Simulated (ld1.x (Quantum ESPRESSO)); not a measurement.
Building the TM potential for Cr (Z = 24) (PBE, scalar-relativistic).

Cr, norm-conserving Troullier–Martins (Kleinman–Bylander form), made with ld1.x (Quantum ESPRESSO) 7.5 (PBE, scalar-relativistic). Core [Ne] 3s2, reference 3p6 3d5 4s0 4p0 (charge +1). Waves: 4s (bound, empty): rc 2.05 bohr; 3d (bound): rc 0.95 bohr; 3p (bound): rc 0.95 bohr. Local part: the p channel. Core correction: Bessel-smoothed model core, default radius (core density twice the valence density).

All-electron outer shells of the reference configuration (PBE, scalar-relativistic, ld1.x):

```csv
shell,level (eV),outermost node (bohr),outermost maximum (bohr)
3s,-80.98,0.36,0.78
3p,-52.47,0.33,0.80
4s,-9.95,1.12,2.58
3d,-9.88,–,0.85
4p,-6.00,1.24,3.27
```

What the tests gave:

```
Cutoffs needed           : 180 Ry and 230 Ry (the cutoffs (Ry, on a coarse ladder) from which the occupation-weighted sum of valence levels, in a spherical-Bessel basis at the reference potential, stays within 10 and 1 mRy of its value at 400 Ry)
Ghost test               : ghost state, extra bound levels that the all-electron valence spectrum of the same l lacks: s at -60.4 eV; a true bound ghost makes a file unfit for plane-wave use (spherical-Bessel basis up to 400 Ry, 20 bohr box)
Largest excitation error : -115 meV (all-electron minus pseudo) for 3p6 3d3 4s0 4p0, out of 7 test configurations
```

Generation and tests took about 1.4 s on one core of a shared server CPU.
